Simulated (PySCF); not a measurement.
## Working out the ionisation energy of Mn

Mn [Ar] 3d5 4s2 (6S) → Mn⁺ [Ar] 3d5 4s1 (7S). Calculation: PySCF 2.14, in def2-QZVPPD; no relativity, point nucleus. Frozen: [Ne]. Energies in hartree (1 hartree = 27.21139 eV):

| part | Mn (lower) | Mn⁺ (upper) |
| --- | --- | --- |
| UHF | -1149.869007 | -1149.649531 |
| MP2 opposite-spin | -0.289821 | -0.253353 |
| MP2 same-spin | -0.166651 | -0.162430 |

Q: What does Hartree-Fock give?

A: (-1149.649531) − (-1149.869007) = 0.219476 hartree = 5.972 eV.

Q: What do MP2 and SCS-MP2 (6/5 opposite-spin, 1/3 same-spin) give?

A: The opposite-spin parts differ by 0.992 eV and the same-spin parts by 0.115 eV. MP2: 5.972 + (0.992) + (0.115) = 7.079 eV. SCS-MP2: 5.972 + 1.2 × (0.992) + (0.115)/3 = 7.201 eV.

Measured between the centres of the two terms (NIST): 7.434 eV, so MP2 (valence and next inner shell) is off by -0.355 eV.

The calculation is non-relativistic.

What remains against the reference includes basis incompleteness, the frozen core and correlation beyond second order.
